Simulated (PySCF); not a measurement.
**Computed vibrations of Eu(SH)3**

Eu(SH)3 (singlet in the valence; each metal's 4f electrons, 6 of them, lie in its core potential, out of spins and levels). PySCF 2.14.0, RKS PBE0, Eu lcecp-1-SVP with ECP52, S def2-SVP, H def2-SVP; non-relativistic Hamiltonian with scalar-relativistic core potentials where named; density fitting; no spin-orbit coupling. Central differences of gradients.

```xyz
7

Eu    0.0000    0.0000   -0.3667
S     2.4538    0.0000    0.5267
H     2.1162    0.0000    1.8365
S    -1.2269    2.1250    0.5267
H    -1.0581    1.8327    1.8365
S    -1.2269   -2.1250    0.5267
H    -1.0581   -1.8327    1.8365
```

Run from Python with OMP_NUM_THREADS=2. Where DIIS fails, smearing, a level shift and second-order steps follow.
It took 46 s on 2 threads of Arm Neoverse V2, with other jobs on the host.

Problem. What are the harmonic wavenumbers and infrared intensities?

Solution. Modes are labelled in C3v; negative numbers are unstable modes, those under 60 cm⁻¹ near the noise; a finer grid moves soft modes by up to 10 cm⁻¹.
```csv
cm⁻¹,km/mol,symmetry
-276,–,a2
-186,–,e
-186,–,e
70,18.0,a1
85,4.6,e
85,4.6,e
299,21.5,e
299,21.5,e
308,14.4,a1
338,71.7,e
338,71.7,e
382,31.4,a1
2706,2.7,e
2706,2.7,e
2707,0.0,a1
```

Problem. Is this a minimum?

Solution. No: 3 unstable; the lowest moves the atoms so:
```
Eu   0.00  0.00  0.00
S    0.00 -0.02  0.00
H    0.00  0.58  0.00
S    0.01  0.01  0.00
H   -0.50 -0.29  0.00
S   -0.01  0.01  0.00
H    0.50 -0.29  0.00
```

An lcecp potential fixes the number of 4f electrons, so in runs with it no electron can move into or out of that shell.
